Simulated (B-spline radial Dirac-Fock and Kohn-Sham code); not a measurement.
# Dipole and non-dipole photoemission parameters of As⁵⁺ 3p3/2

System: As⁵⁺, [Ar] 3d10; threshold 213.5 eV (orbital energy of the model). These are calculated numbers from a radial B-spline solver; the model is Dirac-Hartree-Slater photoionisation with a Latter tail; cross sections with all multipoles, angular parameters from the dipole term and its interference with E2.

Input file task.json (cfg lists n, l and occupation; rrms is the nuclear radius in fm):

```json
{"items": [{
  "Z": 33,
  "q": 5,
  "cfg": [[1, 0, 2], [2, 0, 2], [2, 1, 6], [3, 0, 2], [3, 1, 6], [3, 2, 10]],
  "A": 75,
  "rrms": 4.0968,
  "do": "xps",
  "hv": [65.9, 79.5, 80, 85.9, 90.4, 100, 165.0, 202.0, 346.0, 366.0, 421.0, 661.0, 718.0, 739.0, 774.0, 995.0, 1000, 1486.9, 2160.0, 2460.0, 2490.0, 2700.0, 3330.0, 4780.0, 5414.7, 6000, 8047.8, 9251.7, 11800.0, 13500.0]
}]}
```

Run with: `python xray2_run.py task.json out`

For linearly polarised light dσ/dΩ = σ/(4π) [1 + β P₂(cos θ) + (δ + γ cos²θ) sin θ cos φ], with θ from the polarisation vector and φ the angle between the beam and the projection of the electron momentum on the plane normal to the polarisation.

```tsv
hν (eV)	σ (kb)	β	γ	δ
346	424	1.278	0.141	0.010
366	401	1.333	0.119	0.007
421	346	1.439	0.066	0.003
661	182	1.599	-0.024	0.001
718	?	?	?	?
739	151	1.614	-0.019	0.002
774	139	1.618	-0.014	0.002
995	86.2	1.626	0.041	0.005
1000	85.3	1.626	0.043	0.005
1486.9	36.7	1.591	0.214	0.010
2160	15.0	1.516	0.440	0.019
2460	10.8	1.483	0.528	0.024
2490	10.5	1.479	0.536	0.024
2700	8.47	1.456	0.593	0.027
3330	4.83	1.390	0.744	0.038
4780	1.74	1.256	1.008	0.064
5414.7	1.21	1.205	1.098	0.076
6000	0.891	1.161	1.170	0.087
8047.8	0.362	1.029	1.368	0.126
9251.7	0.233	0.964	1.456	0.149
11800	0.106	0.847	1.600	0.195
13500	0.0682	0.781	1.672	0.225
```

Q: Give the values at 718 eV.

A: σ = 158 kb, β = 1.611, γ = -0.022, δ = 0.002.
